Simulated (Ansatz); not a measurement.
Calculated with Ansatz (gas phase, PBE0-D4/def2-TZVP geometries, no zero-point term in ΔE). CCSD(T)/CBS is the MP2 limit (def2-TZVPP, def2-QZVPP) plus CCSD(T) − MP2 in def2-TZVPP, frozen cores. DFT in def2-TZVPP. B3LYP here is the variant with VWN-RPA as its local correlation; programs differ in this. For Br, Ga outer-core shells are correlated without core-valence functions, which leaves a few kJ/mol of doubt a bond. Scalar relativity is left out up to krypton. Each species was taken in one conformer, which may not be the lowest.

Consider the ligand exchange at a Ga–C bond: `C[CH](C)[Ga]([SH])[SH]` + HBr → `[SH][Ga]([SH])[Br]` + `CCC`.

```csv
level,ΔE (kJ/mol),difference from CCSD(T)/CBS
PBE-D4,-139.3,0.0
r2SCAN-D4,-148.7,-9.4
B3LYP-D4,-146.4,-7.1
B2PLYP,-152.9,-13.6
r2SCAN,-151.4,-12.1
B3LYP,-156.7,-17.4
MP2/def2-TZVPP,-142.7,-3.4
SCS-MP2/def2-TZVPP,-146.7,-7.4
HF/def2-QZVPP,-181.0,-41.7
HF/CBS(def2),-180.9,-41.6
CCSD(T)/CBS,-139.3,0
```

Largest T1 diagnostic among the species: 0.012.

In def2-TZVPP, CCSD(T) changes the Hartree–Fock value by +40.2 kJ/mol (the triples alone add +4.5 kJ/mol) and MP2 by +39.3 kJ/mol. The D4 term adds +10.4 kJ/mol with B3LYP and +6.3 kJ/mol with PBE0; it sums over pairs of atoms, weighted by their polarisabilities, and B3LYP, whose exchange is more repulsive, gets the larger term.
